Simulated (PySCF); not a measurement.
Species: C7H11PS.
Geometry (PBE0-D3(BJ)/def2-SVP, Å), atoms numbered from 1 in this order:
```xyz
20
C7H11PS angstrom
C      2.691    0.270   -1.501
C      1.493    0.449   -1.553
C      0.059    0.644   -1.553
P     -0.744    0.345    0.094
S     -2.681    0.561    0.011
C      0.126    1.478    1.205
C     -0.547    2.338    1.970
C     -0.163   -1.316    0.598
C     -0.733   -2.434   -0.258
H      3.753    0.111   -1.478
H     -0.450   -0.029   -2.263
H     -0.221    1.673   -1.831
H      1.220    1.419    1.217
H     -1.642    2.372    1.923
H     -0.032    3.023    2.650
H     -0.481   -1.414    1.649
H      0.939   -1.301    0.583
H     -0.345   -2.395   -1.288
H     -0.461   -3.416    0.158
H     -1.830   -2.365   -0.301
```

Computed with PySCF at PBE0/pcSseg-1, non-relativistic, on one gas-phase PBE0-D3(BJ)/def2-SVP geometry that isn't relaxed in the solvent. The solvent is an IEF-PCM continuum (van der Waals radii × 1.2). Only the electrostatic response of the medium enters.

```tsv
run	E − E(gas) (kcal/mol)	HOMO (eV)	HOMO–LUMO gap (eV)	dipole (D)
gas	0.00	-6.49	5.63	4.07
P	-6.24	-6.76	5.99	5.28
Q	-8.75	-6.89	6.14	5.86
```

The runs were made in chloroform and dimethylsulfoxide. Which run belongs to which solvent?

P = chloroform, Q = dimethylsulfoxide. The dielectric constants are 4.711 (chloroform), 46.83 (dimethylsulfoxide), and the energy falls further as ε rises. In this model the ground state sees the solvent through ε alone.

How constant is the ratio of the lowering to (ε − 1)/(2ε + 1)?

```json
{"solvent": "chloroform", "(ε − 1)/(2ε + 1)": "0.356", "E − E(gas) (kcal/mol)": "-6.24", "ratio (kcal/mol)": "-17.5", "polarisation term (kcal/mol)": "-7.14"}
{"solvent": "dimethylsulfoxide", "(ε − 1)/(2ε + 1)": "0.484", "E − E(gas) (kcal/mol)": "-8.75", "ratio (kcal/mol)": "-18.1", "polarisation term (kcal/mol)": "-10.60"}
```

The ratio changes by +3.2 % in size from chloroform to dimethylsulfoxide. The polarisation term is half the interaction of the solute with the induced surface charges.
